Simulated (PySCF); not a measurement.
**Vibration and rotation of InCl⁺**

PBE0 constants of InCl⁺, ²Σ⁺ (doublet), unpaired electrons σ ↑ (basis In cc-pVTZ-PP with ECP28, Cl cc-pV(T+d)Z; scalar-relativistic core potentials; PySCF 2.14; masses 114.9039 and 34.9689 u):

| Quantity | Value |
| --- | --- |
| ωe | 333.4 cm⁻¹ |
| ωexe | 3.08 cm⁻¹ |
| Be | 0.1183 cm⁻¹ |
| αe | 0.000925 cm⁻¹ |
| De to In⁺ + Cl | 0.75 eV |

Problem. What force constant and bond length do these constants imply?

Solution. Reduced mass μred = 26.810 u; k = 5.8918×10⁻⁷·μred·ωe² (u, cm⁻¹, mdyn/Å) = 1.76 mdyn/Å; Re = √(16.8576/(μred·Be)) (u, cm⁻¹, Å) = 2.305 Å.

Problem. Estimate the centrifugal constant D from the Kratzer relation and find the Dunham coefficient a1.

Solution. D = 4Be³/ωe² = 5.96e-08 cm⁻¹; a1 = −1 − αeωe/(6Be²) = -4.67.

Spin–orbit coupling is left out, which matters for elements this heavy, above all for dissociation energies. For an ion De counts to the pair picked by the measured ionisation energies or electron affinities, which need not be the lowest pair at this level. The state was picked by a PBE0 search and need not be the measured ground state.
